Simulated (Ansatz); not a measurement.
Question: Name a neutral molecule of Al, B, C, Si and H with HOMO energy (PBE0/def2-TZVPP) between -7.15 and -6.85 eV and HOMO energy (PBE/def2-TZVPP) between -6.20 and -5.90 eV (Ansatz, PBE0-D4/def2-TZVP geometry).

Answer: `CB[SiH2][AlH2]` (-7.12 eV, -6.13 eV); `[AlH2][CH]1[SiH2]B1[SiH3]` (-7.06 eV, -6.09 eV). Other molecules can fit too; these were computed, each in one conformer that needn't be the lowest.
